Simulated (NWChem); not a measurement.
# selenium hexafluoride (SeF₆); SMILES F[Se](F)(F)(F)(F)F

```xyz
7

F     -0.9672    -0.9857     0.9979
Se     0.0000     0.0000     0.0000
F      0.2337     1.0819     1.2952
F     -1.3830     0.8721    -0.4790
F     -0.2337    -1.0819    -1.2952
F      1.3830    -0.8721     0.4790
F      0.9672     0.9857    -0.9979
```
Atoms are numbered in this order, from 1.

STO-3G and 3-21G are far too small for this property and stand as cheap habits. Coordinates come from a PBE0/def2-SVP optimisation.

Spin-orbit effects, on the heavy nuclei and on their neighbours, are missing.

**Question.** Give the principal values of the shielding tensors (ppm) of F1, Se2 from Hartree-Fock/STO-3G, GIAO (NWChem), with their diamagnetic and paramagnetic parts as GIAO splits them.

**Answer.** 
| atom | σ11 | σ22 | σ33 | isotropic | diamagnetic | paramagnetic |
|---|---|---|---|---|---|---|
| F1 | 454.1 | 541.2 | 541.2 | 512.2 | 460.0 | 52.1 |
| Se2 | 2481.2 | 2481.2 | 2481.2 | 2481.2 | 2966.4 | -485.2 |
